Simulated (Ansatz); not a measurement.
GaH4OSb (`[GaH2][O][SbH2]`). Total charge 0; spin multiplicity 1. Sb: def2 effective core potential.

Z-matrix (Å, degrees):
```
Ga
O 1 1.785
H 1 1.559 2 114.3
H 1 1.565 2 116.7 3 179.4
Sb 2 1.955 1 130.9 3 177.5
H 5 1.725 2 97.2 1 18.9
H 5 1.723 2 96.6 1 -71.5
```

Task: What are the harmonic wavenumbers in cm⁻¹ at PBE0-D4/def2-TZVP (Ansatz, finite differences of forces, unscaled)? (An estimate is asked.)

Result: Computed: 49, 106, 136, 407, 524, 619, 659, 695, 712, 832, 843, 1900, 1909, 1983, 2008.

Task: Is this a minimum?

Result: Yes, all 15 modes are real.

Task: Give the ideal-gas thermochemistry at 298.15 K and 1 bar (rigid rotor, harmonic oscillator; point group C1, symmetry number 1).

Result: Zero-point energy 80.0 kJ/mol; H(298) − E = 98.8 kJ/mol; entropy 348.6 J/(mol·K), of which translation 175.6, rotation 113.0, vibration 60.0; G(298) − E = -5.1 kJ/mol. Modes under 100 cm⁻¹ are hindered rotations or soft bends, so the harmonic entropy is rough.

Task: And at 400, 500, 600, 800 and 1000 K?

Result: 
| T (K) | H − E (kJ/mol) | S (J/mol/K) | G − E (kJ/mol) |
| --- | --- | --- | --- |
| 400 | 108.6 | 376.6 | -42.1 |
| 500 | 119.2 | 400.4 | -81.0 |
| 600 | 130.8 | 421.4 | -122.1 |
| 800 | 155.7 | 457.2 | -210.1 |
| 1000 | 182.6 | 487.2 | -304.6 |

Task: Rotational constants (cm⁻¹)?

Result: 0.9208, 0.03128, 0.03058.
